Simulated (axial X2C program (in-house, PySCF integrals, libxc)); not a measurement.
## TaN: from Re and ωe to a spectrum

A bond curve at the PBE0 level, 2c, was computed with an in-house all-electron X2C program for linear molecules (integrals from PySCF) (basis Ta dyall-cv3z [13s14p9d7f4g], N dyall-av3z [7s7p3d2f] (cores contracted in-house)) for the state Ω = 0 (closed shell). Its fit gives Re = 1.6597 Å, ωe = 1160.5 cm⁻¹, ωexe = 3.34 cm⁻¹ and αe = 1.898e-03 cm⁻¹; the masses are 180.9480 and 14.0031 u. Two-component means X2C with spin–orbit coupling and atomic mean-field Coulomb and Gaunt terms.

Task: Find the reduced mass, Be and the force constant.

Result: From the PBE0 values: μ = 12.9973 u. Be = 16.8576/(μ Re²) = 0.4709 cm⁻¹. k = 5.8918×10⁻⁷ μ ωe² = 10.3 mdyn/Å.

Task: Where do the fundamental and the first overtone lie?

Result: ν(1←0) = ωe − 2ωexe = 1153.8 cm⁻¹; ν(2←0) = 2ωe − 6ωexe = 2301.0 cm⁻¹.

Task: The dipole moment p changes by 5.81 D/Å at Re. What harmonic infrared intensity follows?

Result: I = 42.256 × (dp/dR)²/μ = 110 km/mol.

Task: Give B0, the J = 1←0 line in GHz and the most populated J at 300 K (kT = 208.5 cm⁻¹).

Result: B0 = Be − αe/2 = 0.4699 cm⁻¹; 2B0 = 28.17 GHz; J(max) ≈ √(kT/2B0) − 1/2 = 14.4, so J = 14.

Task: Estimate the centrifugal constant by the Kratzer relation.

Result: D = 4Be³/ωe² = 3.10e-07 cm⁻¹.

The state is a single determinant with fixed occupations, the lowest that a limited PBE0 search found. PBE0 can misorder states that lie within some tenths of an eV, so this need not be the ground state of the molecule. The nearest other 2c determinant of the search, Ω = 1, lies 0.04 eV up at the distance of the search.
